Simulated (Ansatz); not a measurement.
# Relaxing a trial structure of CH5SiSn+

The starting geometry of this gas-phase singlet was optimised with GFN2-xTB; its bonds are those of `[SiH2+][CH2][SnH]`.

```yaml
atoms:
  - { symbol: C, position_ang: [-3.2670, 1.0945, -0.0010] }
  - { symbol: Si, position_ang: [-2.4118, -0.4925, -0.3683] }
  - { symbol: Sn, position_ang: [-1.9861, 2.2414, 1.6866] }
  - { symbol: H, position_ang: [-2.6949, -1.7258, 0.3632] }
  - { symbol: H, position_ang: [-3.3354, 1.7637, -0.8669] }
  - { symbol: H, position_ang: [-4.2776, 0.9612, 0.4016] }
  - { symbol: H, position_ang: [-1.3931, -0.6170, -1.4088] }
  - { symbol: H, position_ang: [-0.7940, 0.8099, 1.6980] }
```

Task: Where would you expect an optimisation with PBE0-D3(BJ)/def2-SVP to take it?

Result: A new bond forms, giving a structure with H8 bridging Sn3 and Si2, given below by its coordinates. Distances that change by over a tenth: Si2–Sn3 (3.45 → 2.90 Å), Sn3–H8 (1.86 → 2.17 Å). Contacts that close: Si2–H8 (2.93 → 1.61 Å).

The energy falls by 1.00 eV over 13 steps:

| step | E − E(last) (eV) |
| --- | --- |
| 1 | 1.004 |
| 2 | 0.833 |
| 4 | 0.512 |
| 5 | 0.297 |
| 6 | 0.100 |
| 8 | 0.022 |
| 9 | 0.005 |
| 10 | 0.001 |
| 12 | 0.000 |
| 13 | 0.000 |

Final geometry (Å):

```yaml
atoms:
  - { symbol: C, position_ang: [-3.2986, 1.1667, 0.0248] }
  - { symbol: Si, position_ang: [-2.1384, -0.2901, -0.0296] }
  - { symbol: Sn, position_ang: [-2.0558, 2.1289, 1.5642] }
  - { symbol: H, position_ang: [-2.6214, -1.5442, 0.5957] }
  - { symbol: H, position_ang: [-3.3626, 1.7668, -0.8981] }
  - { symbol: H, position_ang: [-4.3204, 0.9562, 0.3819] }
  - { symbol: H, position_ang: [-1.2621, -0.3938, -1.2205] }
  - { symbol: H, position_ang: [-1.1006, 0.2447, 1.0859] }
```

Frequencies at the end are all real (lowest 207 cm⁻¹). Atoms past krypton carry core potentials, without spin–orbit terms. Run with Ansatz 0.2.0, 24 s on 2 threads of Arm Neoverse V1 (shared host).
